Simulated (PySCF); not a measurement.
# Relaxation of quartet [RuH2]+

These are results of UPBE0/[Ru def2-TZVP with ECP28, H def2-TZVP], scalar-relativistic core potentials, density fitting, no spin–orbit coupling, PySCF, not measurements. A (50,194) grid was used.

A hand-made side-on start, of C2v symmetry, held to at least that symmetry:

Coordinates in bohr (charge 1 multiplicity 4):
```
Ru    0.0000    0.0000   -0.0566
H     0.7937    0.0000    2.8636
H    -0.7937    0.0000    2.8636
```

(1) What forces act on the atoms at the start (eV/Å)?

(2) What does it relax to?

(3) How much energy is released, and in how many steps?

Results:

(1) 
```
atom     Fx    Fy     Fz
 Ru1   0.00  0.00  -2.11
  H2   1.08  0.00   1.05
  H3  -1.08  0.00   1.05
```

(2) It ends at C2v with H–H 0.853 Å, Ru–H 1.732 Å (×2); H–H–Ru 75.7° (×2), H–Ru–H 28.5°. A frequency run shows a minimum. Other isomers or separated fragments may lie lower.

(3) 12.6 kJ/mol in 6 steps.

Other spin states or occupations of the open shell can lie lower.
